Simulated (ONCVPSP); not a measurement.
## Configuration tests for sulfur (ONCV)

```
Element                 : sulfur (S)
Generator               : ONCVPSP 4.0.1
Type                    : optimised norm-conserving Vanderbilt (ONCV)
Functional              : LDA (Perdew-Zunger)
Relativity              : scalar-relativistic
Frozen core             : [Ne]
Valence charge          : 6
Reference configuration : 3s2 3p3 (charge +1)
Partial waves           : 3s: rc 1.05 bohr, ncon 3, nbas 6, qcut 5.5 1/bohr, 2 projectors, debl 2.6 Ha; 3p: rc 1.55 bohr, ncon 3, nbas 8, qcut 6.1 1/bohr, 2 projectors, debl 3.4 Ha
Local potential         : polynomial inside 0.75 bohr (lpopt 1, dvloc0 0 Ha)
Core correction         : polynomial model core, fcfact 0.55
```

Energies are relative to the spin-unpolarised reference configuration 3s2 3p3; without spin polarisation the order of configurations can differ from experiment.

| valence configuration | charge | ΔE all-electron (eV) | error AE − PS (meV) |
| --- | --- | --- | --- |
| 3s2 3p2 | +2 | 22.373 | +4.7 |
| 3s2 3p1 | +3 | 56.531 | +33 |

(1) What are ΔE and the potential's error for 3s2 3p4?

(2) What are ΔE and the potential's error for 3s1 3p4?

Note: ghosts flagged at negative energy: s at -242.1 eV; no localised positive-energy state flagged. A true bound ghost makes a file unfit for plane-wave use.

Results:

(1) ΔE = -11.863 eV all-electron; the error (AE − PS) is +2.4 meV.

(2) ΔE = 10.798 eV all-electron; the error (AE − PS) is -3.9 meV.
